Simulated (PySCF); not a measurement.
## Basis-set dependence of ZnB at PBE0

PySCF, UKS reference; doublet, unpaired electrons π ↑; De to Zn + B without counterpoise correction.

| basis | relativity | functions | Re (Å) | ωe (cm⁻¹) | De (eV) | μ (D) |
| --- | --- | --- | --- | --- | --- | --- |
| def2-SVP | no relativity | 45 | 2.216 | 329 | 0.63 | -2.30 |
| jorge-DZP-DKH | spin-free X2C | 58 | 2.176 | 353 | 0.73 | -1.95 |
| x2c-TZVPPall | spin-free X2C | 95 | 2.222 | 320 | 0.54 | -1.86 |

How does each smaller set differ from the one with most functions, x2c-TZVPPall?

def2-SVP: -0.6 pm, +2.8 % in ωe, +0.09 eV in De; jorge-DZP-DKH: -4.6 pm, +10.3 % in ωe, +0.19 eV in De. All at PBE0; the set with most functions is neither the basis-set limit nor always the best. The rows treat relativity differently, so the differences are not basis effects alone.

A positive dipole means Zn(−)B(+). The state was picked by a PBE0 search and need not be the measured ground state.
